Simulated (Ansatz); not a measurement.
`CC[O][SbH][SiH3]` + `[BH2][GaH][OH]` → `[BH2][GaH][O]CC` + `[OH][SbH][SiH3]`  (substitution at a C–O bond)

Gas-phase electronic energies from Ansatz, PBE0-D4/def2-TZVP geometries. CCSD(T)/CBS adds triple-zeta CCSD(T) − MP2 to the extrapolated MP2 energy (def2 sets, frozen cores). DFT in def2-TZVPP. B3LYP here is the variant with VWN-RPA as its local correlation; programs differ in this. def2 core potentials past Kr. For Ga, Sb outer-core shells are correlated without core-valence functions, which leaves a few kJ/mol of doubt a bond. Scalar relativity is left out up to krypton. Each species was taken in one conformer, which may not be the lowest.

`CC[O][SbH][SiH3]`:

Z-matrix (Å, degrees):
```
C
C 1 1.510
H 1 1.092 2 110.3
H 1 1.093 2 110.5 3 120.1
H 1 1.092 2 110.5 3 -119.7
O 2 1.411 1 108.7 3 59.1
H 2 1.101 1 109.8 3 -179.2
H 2 1.101 1 109.9 3 -61.8
Sb 6 1.980 2 117.2 1 172.3
Si 9 2.579 6 90.4 2 161.6
H 9 1.725 6 95.9 2 71.6
H 10 1.486 9 109.4 6 73.7
H 10 1.484 9 110.7 6 -47.3
H 10 1.489 9 108.6 6 -167.9
```

`[BH2][GaH][OH]`:

Z-matrix (Å, degrees):
```
B
Ga 1 2.082
H 1 1.197 2 121.9
H 1 1.197 2 121.9 3 -179.6
O 2 1.799 1 119.8 3 -90.1
H 2 1.566 1 129.7 3 89.9
H 5 0.959 2 114.6 1 -0.0
```

`[BH2][GaH][O]CC`:

Cartesian coordinates in Å:
```
B 2.913 1.490 -0.130
Ga 0.878 1.312 0.247
O 0.292 -0.375 0.395
C -1.054 -0.718 0.610
C -1.655 -1.362 -0.620
H 3.344 1.543 -1.244
H 3.714 1.561 0.756
H -0.260 2.384 0.436
H -1.098 -1.421 1.452
H -1.653 0.161 0.897
H -1.067 -2.232 -0.919
H -2.681 -1.687 -0.426
H -1.672 -0.658 -1.457
```

`[OH][SbH][SiH3]`:

Z-matrix (Å, degrees):
```
Si
Sb 1 2.580
H 1 1.489 2 108.7
H 1 1.486 2 109.4 3 -118.5
H 1 1.485 2 110.8 3 120.6
O 2 1.984 1 92.4 3 -163.3
H 2 1.717 1 90.2 3 -68.1
H 6 0.960 2 109.5 1 -146.8
```

```tsv
level	ΔE (kcal/mol)	difference from CCSD(T)/CBS
PBE-D4	0.4	-0.1
r2SCAN-D4	0.3	-0.2
PBE0-D4	0.2	-0.3
B3LYP-D4	0.2	-0.3
ωB97X-V	0.1	-0.4
ωB97M-V	0.2	-0.3
B2PLYP	0.2	-0.3
PBE	0.2	-0.3
r2SCAN	0.2	-0.3
PBE0	0.0	-0.5
B3LYP	-0.2	-0.7
HF/def2-TZVPP	-0.5	-1.0
MP2/def2-TZVPP	1.0	0.5
SCS-MP2/def2-TZVPP	0.7	0.2
CCSD/def2-TZVPP	0.3	-0.2
CCSD(T)/def2-TZVPP	0.5	0.0
HF/def2-QZVPP	-0.5	-1.0
MP2/def2-QZVPP	1.1	0.6
SCS-MP2/def2-QZVPP	0.8	0.3
HF/CBS(def2)	-0.5	-1.0
MP2/CBS(def2)	1.1	0.6
CCSD/CBS(def2)	0.4	-0.1
CCSD(T)/CBS	0.5	0
```

Largest T1 diagnostic among the species: 0.015.

In def2-TZVPP, CCSD(T) changes the Hartree–Fock value by +1.0 kcal/mol (the triples alone add +0.2 kcal/mol) and MP2 by +1.6 kcal/mol.
